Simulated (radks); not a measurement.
Species: Mg4+. Configuration: [He] 2s1 2p5 (not the ground configuration). Calculated with a radial shooting solver on a logarithmic mesh with Libxc functionals: scalar-relativistic Kohn-Sham, r2SCAN, spin-polarised, spherical densities, finite nucleus; open shells are filled with parallel spins first; meta-GGA in the generalised Kohn-Sham scheme; Fermi nuclear charge, rms radius 3.057 fm. Some entries of the table are withheld. Estimate them.

orbital  occ.  eigenvalue (hartree)  <r> (bohr)
1s up       1             -50.25740      0.1305
1s down     1             -50.12764      0.1304
2s up       1              -6.10793         (1)
2s down     0              -5.79326         (2)
2p up       3              -4.86379      0.6043
2p down     2              -4.55816      0.6164

Answer. 
(1) 2s up <r> (bohr): 0.6454
(2) 2s down <r> (bohr): 0.6554
